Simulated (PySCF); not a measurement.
**Two-component Hartree-Fock for N⁺ (nitrogen, charge +1)**

Start: [He] 2s2 2p1 3d1; 2p3/2 filled at m_j = +3/2; 3d5/2 filled at m_j = +5/2. Calculated with PySCF 2.14 in x2c-TZVPall-2c with one added diffuse shell each of s, p, d type (6s4p3d1f, 40 functions): generalised Hartree-Fock with the X2C-1e Hamiltonian and a Gaussian nucleus; one run each with spin-orbit coupling (SO) switched off, then screened by Boettger's factors. This is a chosen level, not necessarily the ground level.

```
spinor shell  electrons  ε, spin-free (eV)  ε, screened SO (eV)  weight of nominal j (screened SO)  rms radius, screened SO (bohr)
       1s1/2          2            -457.39              -457.39                              1.000                           0.264
       2s1/2          2            -47.623              -47.624                              1.000                            1.29
       2p3/2          1            -39.250              -39.242                              1.000                            1.28
       3d5/2          1             -5.080               -5.081                              1.000                            3.46
```

```
   quantity  spin-free  screened SO
E (hartree)  -53.03054    -53.03024
        M_J          4            4
       ⟨J²⟩     20.005       20.005
       ⟨L²⟩     12.004       12.004
       ⟨S²⟩      2.002        2.002
```

Each row is a mean over spinors that exchange with the open shell spreads, by up to 4.685 eV (2s1/2).

Without spin-orbit coupling the j labels of p, d and f shells carry no meaning; the spin-free column gives the mean over the occupied spinors of each nl shell.
